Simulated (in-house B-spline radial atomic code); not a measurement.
Successive ionisation energies of lanthanum; each step leads to the configuration of the next row (after the last: [Kr] 4d10 5s1). NIST's values go from ground level to ground level; the uncertainty of those that are theory runs from under 0.1 % in few-electron ions to several per cent in heavy many-electron ones. Computed with an all-electron radial atomic-structure program (B-spline basis): non-relativistic Hartree-Fock, average of the configuration, point nuclei.

Some pairs differ by more than the removed electron.

This level leaves out relativity, spin-orbit splitting included, which matters for heavy ions.

```
 ion      configuration  ionisation energy (eV)  tabulated value (eV)  computed minus tabulated (eV)  highest orbital  largest mean radius (bohr)
  La       [Xe] 5d1 6s2                    3.88                5.5769                          -1.69               6s                      4.9312
 La+           [Xe] 5d2                       ?                     ?                              ?                ?                           ?
La2+           [Xe] 5d1                   18.68               19.1773                          -0.50               5d                      2.5602
La3+  [Kr] 4d10 5s2 5p6                   49.51                 49.95                          -0.44               5p                      1.7874
La4+  [Kr] 4d10 5s2 5p5                       ?                     ?                              ?                ?                           ?
La5+  [Kr] 4d10 5s2 5p4                       ?                     ?                              ?                ?                           ?
La6+  [Kr] 4d10 5s2 5p3                   87.93                    88                          -0.07               5p                      1.6572
La7+  [Kr] 4d10 5s2 5p2                  101.68                   105                          -3.32               5p                      1.6212
La8+  [Kr] 4d10 5s2 5p1                  115.87                   119                          -3.13               5p                      1.5878
La9+      [Kr] 4d10 5s2                  144.60                 151.4                          -6.80               5s                       1.465
```

**Question.** Fill in the row of La+.

**Answer.** ionisation energy (eV): 10.22; tabulated value (eV): 11.18496; computed minus tabulated (eV): -0.97; highest orbital: 5d; largest mean radius (bohr): 2.8319.

**Question.** Fill in the row of La4+.

**Answer.** ionisation energy (eV): 61.82; tabulated value (eV): 61.6; computed minus tabulated (eV): 0.22; highest orbital: 5p; largest mean radius (bohr): 1.7391.

**Question.** Fill in the row of La5+.

**Answer.** ionisation energy (eV): 74.63; tabulated value (eV): 74; computed minus tabulated (eV): 0.63; highest orbital: 5p; largest mean radius (bohr): 1.6963.

**Question.** Where is the largest jump?

**Answer.** From La2+ to La3+, by a factor of 2.65 (18.677 to 49.514 eV); the highest orbital goes from 5d to 5p.

**Question.** How far is this level of theory from the measured and semi-empirical values?

**Answer.** Over those 6 rows the differences run from -6.8 to +0.216 eV (mean absolute value 1.8 eV). The calculation leaves out relativity, correlation and, in open shells, the multiplet splittings that an average leaves out.
